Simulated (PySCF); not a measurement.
CH5Si, SMILES C[SiH2], multiplicity 2. Atoms are numbered in the order given.

```xyz
7

C     -1.2026     0.0293     0.0000
Si     0.6757    -0.1012     0.0000
H     -1.6283    -0.4495    -0.8849
H     -1.6283    -0.4495     0.8849
H     -1.5133     1.0797     0.0000
H      1.2628     0.5299    -1.2126
H      1.2628     0.5299     1.2126
```
Charge 0, spin multiplicity 2.

Geometry optimised at TPSSh-D3(BJ)/def2-TZVP. The isomer is the one that the SMILES or the coordinates give; other isomers of the formula were not compared.

Level of theory: B3LYP/pcH-1 (PySCF).

Unrestricted Kohn–Sham, ⟨S²⟩ = 0.751. Hyperfine tensors hold the contact and dipolar terms, without spin-orbit corrections.

Computed hyperfine couplings:
```tsv
nucleus	A(iso) (MHz)	A(iso) (G)	dipolar principal values (MHz)
13C no. 1	17.6	6.3	-4.1, -4.0, 8.1
29Si no. 2	-487.1	-173.8	-173.5, 86.7, 86.8
1H no. 3	3.9	1.4	-4.2, -2.5, 6.7
1H no. 4	3.9	1.4	-4.2, -2.5, 6.7
1H no. 5	69.7	24.9	-4.4, 0.5, 3.8
1H no. 6	43.5	15.5	-9.4, 0.9, 8.5
1H no. 7	43.5	15.5	-9.4, 0.9, 8.5
```

And the g tensor (effective nuclear charges for spin-orbit coupling, GIAO)? (Estimate from the structure and the level; the computed values follow.)

principal values 2.0022, 2.0045, 2.0050; isotropic 2.0039.
